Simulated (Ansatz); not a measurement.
**Nudged elastic band run: C3H5Si, charge +1**

Input file:

```yaml
crystal:
  periodic: [false, false, false]
  atoms:
    - { symbol: C, position_ang: [0.211598, 1.619453, -2.134839] }
    - { symbol: C, position_ang: [0.361295, 1.002303, -1.075926] }
    - { symbol: Si, position_ang: [0.58825, 0.125071, 0.444543] }
    - { symbol: C, position_ang: [-0.589053, -1.145577, 1.034461] }
    - { symbol: H, position_ang: [0.079441, 2.164112, -3.069233] }
    - { symbol: H, position_ang: [1.798416, 0.478091, 1.23758] }
    - { symbol: H, position_ang: [-1.425409, -1.30772, 0.328108] }
    - { symbol: H, position_ang: [-0.039883, -2.099821, 1.205811] }
    - { symbol: H, position_ang: [-0.984655, -0.835912, 2.029485] }
total_charge: 1
magnetization:
  spin_polarized: true
basis:
  gaussian: { orbitals: def2-SVP }
hamiltonian:
  xc: pbe
  dispersion: d4
neb:
  order_check: false
  images: 5
  f_tol: 0.05
  max_iterations: 60
  final_atoms:
    - { symbol: C, position_ang: [0.35778397, 1.00426846, -1.07658184] }
    - { symbol: C, position_ang: [0.20472081, 1.63337408, -2.12787288] }
    - { symbol: Si, position_ang: [0.59438021, 0.11079518, 0.43307332] }
    - { symbol: C, position_ang: [-0.58726797, -1.15002021, 1.0342835] }
    - { symbol: H, position_ang: [0.07087398, 2.18919991, -3.05537251] }
    - { symbol: H, position_ang: [1.81817976, 0.44747831, 1.21275401] }
    - { symbol: H, position_ang: [-1.39971389, -1.35032892, 0.30989271] }
    - { symbol: H, position_ang: [-0.03658278, -2.08828918, 1.27134474] }
    - { symbol: H, position_ang: [-1.02237408, -0.79647763, 1.99846894] }
  initial_path:
    images:
      - { positions_ang: [[0.211598, 1.619453, -2.134839], [0.361295, 1.002303, -1.075926], [0.58825, 0.125071, 0.444543], [-0.589053, -1.145577, 1.034461], [0.079441, 2.164112, -3.069233], [1.798416, 0.478091, 1.23758], [-1.425409, -1.30772, 0.328108], [-0.039883, -2.099821, 1.205811], [-0.984655, -0.835912, 2.029485]] }
      - { positions_ang: [[0.29981193, 1.71583204, -2.13483828], [0.42885839, 1.08408191, -1.09313245], [0.62845958, 0.16951126, 0.42891096], [-0.58893319, -1.10147012, 0.96946861], [-0.09669391, 1.74582929, -2.70803978], [1.82729624, 0.50145414, 1.22487009], [-1.40611893, -1.2304651, 0.24339841], [-0.07740206, -2.06948007, 1.12051243], [-1.01527805, -0.81529335, 1.94884002]] }
      - { positions_ang: [[0.38802586, 1.81221109, -2.13483756], [0.49642178, 1.16586082, -1.1103389], [0.66866916, 0.21395151, 0.41327893], [-0.58881338, -1.05736323, 0.90447622], [-0.27282881, 1.32754658, -2.34684656], [1.85617648, 0.52481728, 1.21216017], [-1.38682886, -1.15321021, 0.15868882], [-0.11492112, -2.03913915, 1.03521385], [-1.0459011, -0.79467469, 1.86819503]] }
      - { positions_ang: [[0.47623979, 1.90859013, -2.13483684], [0.56398517, 1.24763973, -1.12754535], [0.70887874, 0.25839177, 0.39764689], [-0.58869357, -1.01325635, 0.83948383], [-0.44896372, 0.90926387, -1.98565333], [1.88505671, 0.54818042, 1.19945026], [-1.36753879, -1.07595531, 0.07397923], [-0.15244018, -2.00879822, 0.94991528], [-1.07652415, -0.77405604, 1.78755005]] }
      - { positions_ang: [[0.43675451, 1.60714957, -1.78208518], [0.44423038, 1.37621785, -1.46098786], [0.67071256, 0.2091929, 0.4094557], [-0.58821837, -1.0588443, 0.90441705], [-0.27568449, 1.33590922, -2.34222639], [1.8627644, 0.51461305, 1.20388484], [-1.37826382, -1.16741318, 0.15261705], [-0.11382105, -2.03529521, 1.05705843], [-1.05847413, -0.7815299, 1.85785635]] }
      - { positions_ang: [[0.39726924, 1.30570902, -1.42933351], [0.32447559, 1.50479597, -1.79443037], [0.63254638, 0.15999404, 0.42126451], [-0.58774317, -1.10443225, 0.96935028], [-0.10240526, 1.76255456, -2.69879945], [1.84047208, 0.48104568, 1.20831943], [-1.38898886, -1.25887105, 0.23125488], [-0.07520191, -2.06179219, 1.16420158], [-1.0404241, -0.78900377, 1.92816265]] }
      - { positions_ang: [[0.35778397, 1.00426846, -1.07658184], [0.20472081, 1.63337408, -2.12787288], [0.59438021, 0.11079518, 0.43307332], [-0.58726797, -1.15002021, 1.0342835], [0.07087398, 2.18919991, -3.05537251], [1.81817976, 0.44747831, 1.21275401], [-1.39971389, -1.35032892, 0.30989271], [-0.03658278, -2.08828918, 1.27134474], [-1.02237408, -0.79647763, 1.99846894]] }
```

Run as:

```bash
$ ansatz run input.yaml --threads 2 --pin off --max-ram 3072MiB --backend cpu --events-out ev --progress --plain --runs-dir out
```

Output, in part (warnings, iteration lines, the closing report on the highest movable image, with atoms numbered from 0; the dipole of an ion depends on the origin):

```
NEB end point (image 0): max|allowed force component| = 1.498e-2 eV/Å (the criterion of neb.relax_end_points is 1.000e-2)
NEB end point (image 6): max|allowed force component| = 6.689e-3 eV/Å (the criterion of neb.relax_end_points is 1.000e-2)
NEB iter   1: max|band force component| = 6.515e2 eV/Å  barrier→ = 250.4485 eV  barrier← = 250.4483 eV  Δτ_max = 0.2000 Å  (427 SCF iters)
NEB iter   2: max|band force component| = 3.623e2 eV/Å  barrier→ = 158.5152 eV  barrier← = 158.5150 eV  Δτ_max = 0.1984 Å  (271 SCF iters)
NEB iter   3: max|band force component| = 2.994e2 eV/Å  barrier→ = 105.6743 eV  barrier← = 105.6742 eV  Δτ_max = 0.1949 Å  (187 SCF iters)
NEB iter   4: max|band force component| = 2.477e2 eV/Å  barrier→ = 73.8030 eV  barrier← = 73.8028 eV  Δτ_max = 0.1932 Å  (226 SCF iters)
NEB iter   5: max|band force component| = 8.931e1 eV/Å  barrier→ = 28.4420 eV  barrier← = 28.4419 eV  Δτ_max = 0.1913 Å  (181 SCF iters)
NEB iter   6: max|band force component| = 5.724e1 eV/Å  barrier→ = 17.4635 eV  barrier← = 17.4633 eV  Δτ_max = 0.2000 Å  (173 SCF iters)
NEB iter   7: max|band force component| = 1.962e1 eV/Å  barrier→ = 7.4605 eV  barrier← = 7.4604 eV  Δτ_max = 0.1047 Å  (175 SCF iters)
NEB iter   8: max|band force component| = 1.253e1 eV/Å  barrier→ = 6.4162 eV  barrier← = 6.4161 eV  Δτ_max = 0.1008 Å  (173 SCF iters)
NEB iter   9: max|band force component| = 8.366e0 eV/Å  barrier→ = 5.4814 eV  barrier← = 5.4812 eV  Δτ_max = 0.1961 Å  (165 SCF iters)
NEB iter  10: max|band force component| = 3.583e0 eV/Å  barrier→ = 4.1405 eV  barrier← = 4.1403 eV  Δτ_max = 0.2000 Å  (182 SCF iters)
NEB iter  11: max|band force component| = 3.161e0 eV/Å  barrier→ = 3.3271 eV  barrier← = 3.3270 eV  Δτ_max = 0.2000 Å  (185 SCF iters)
NEB iter  12: max|band force component| = 3.450e0 eV/Å  barrier→ = 2.8625 eV  barrier← = 2.8624 eV  Δτ_max = 0.1014 Å  (175 SCF iters)
NEB iter  13: max|band force component| = 1.676e0 eV/Å  barrier→ = 2.6289 eV  barrier← = 2.6287 eV  Δτ_max = 0.1999 Å  (166 SCF iters)
NEB iter  14: max|band force component| = 1.679e0 eV/Å  barrier→ = 2.5790 eV  barrier← = 2.5788 eV  Δτ_max = 0.1996 Å  (180 SCF iters)
NEB iter  15: max|band force component| = 8.029e-1 eV/Å  barrier→ = 2.6475 eV  barrier← = 2.6474 eV  Δτ_max = 0.1967 Å  (173 SCF iters)
NEB iter  16: max|band force component| = 8.353e-1 eV/Å  barrier→ = 2.5725 eV  barrier← = 2.5724 eV  Δτ_max = 0.1032 Å  (167 SCF iters)
NEB iter  17: max|band force component| = 3.723e-1 eV/Å  barrier→ = 2.5105 eV  barrier← = 2.5103 eV  CI = image 2  Δτ_max = 0.1513 Å  (169 SCF iters)
NEB iter  18: max|band force component| = 3.479e-1 eV/Å  barrier→ = 2.4500 eV  barrier← = 2.4498 eV  CI = image 2  Δτ_max = 0.1459 Å  (172 SCF iters)
NEB iter  19: max|band force component| = 2.950e-1 eV/Å  barrier→ = 2.4384 eV  barrier← = 2.4383 eV  CI = image 2  Δτ_max = 0.1833 Å  (167 SCF iters)
NEB iter  20: max|band force component| = 2.488e-1 eV/Å  barrier→ = 2.4372 eV  barrier← = 2.4371 eV  CI = image 2  Δτ_max = 0.0517 Å  (168 SCF iters)
NEB iter  21: max|band force component| = 2.717e-1 eV/Å  barrier→ = 2.4337 eV  barrier← = 2.4335 eV  CI = image 2  Δτ_max = 0.0160 Å  (164 SCF iters)
NEB iter  22: max|band force component| = 9.338e-2 eV/Å  barrier→ = 2.4332 eV  barrier← = 2.4331 eV  CI = image 2  Δτ_max = 0.0218 Å  (171 SCF iters)
NEB iter  23: max|band force component| = 4.574e-2 eV/Å  barrier→ = 2.4332 eV  barrier← = 2.4331 eV  CI = image 2  Δτ_max = 0.0000 Å  (326 SCF iters)
Total energy: -11044.69243930 eV, -405.8849607830 hartree
Atom 0 at     0.569939     1.930096    -2.184710 Å, force     0.000084     0.005459    -0.011366 eV/Å
Atom 1 at     0.489659     1.150244    -1.154729 Å, force    -0.000287    -0.007803     0.008748 eV/Å
Atom 2 at     0.638336     0.198801     0.360276 Å, force     0.006174     0.003930     0.008941 eV/Å
Atom 3 at    -0.598581    -1.041721     0.884577 Å, force    -0.002056    -0.005758    -0.003756 eV/Å
Atom 4 at    -0.446831     1.156151    -2.120785 Å, force    -0.000780     0.001068     0.001602 eV/Å
Atom 5 at     1.865005     0.528539     1.138999 Å, force    -0.004141     0.000256    -0.003125 eV/Å
Atom 6 at    -1.426277    -1.160018     0.158881 Å, force     0.001291     0.001027     0.001237 eV/Å
Atom 7 at    -0.084739    -2.018446     1.039151 Å, force    -0.002179    -0.000377    -0.000826 eV/Å
Atom 8 at    -1.006511    -0.743646     1.878331 Å, force     0.001894     0.002197    -0.001456 eV/Å
Dipole moment:    -0.138056    -0.521893     0.607064 e Å
```

The run converged. Neighbouring images differ by up to 2.0 eV, so the band resolves the path poorly. A vibrational analysis at the climbing image gives one clearly imaginary mode, 882i cm⁻¹: a first-order saddle point. The orbitals were unrestricted but ended closed-shell.

Final band (atoms are numbered from 1 in the order of the input):

```
image  path coordinate (Å)  energy (eV)  C1–H5 (Å)  C2–Si3 (Å)  C1–Si3 (Å)
    0                 0.00         0.00       1.09        1.77        3.00
    1                 1.02         0.44       1.07        1.75        2.94
    2                 2.04         2.43       1.28        1.80        3.08
    3                 3.14         2.07       2.22        1.84        2.48
    4                 4.24         0.92       2.33        2.43        1.80
    5                 5.34         0.15       2.32        2.92        1.76
    6                 6.44         0.00       2.32        3.00        1.77
```

Time of the run: 2 min on 2 threads of Intel(R) Xeon(R) 6975P-C (Granite Rapids), with other jobs on the host, peak memory 0.2 GiB.
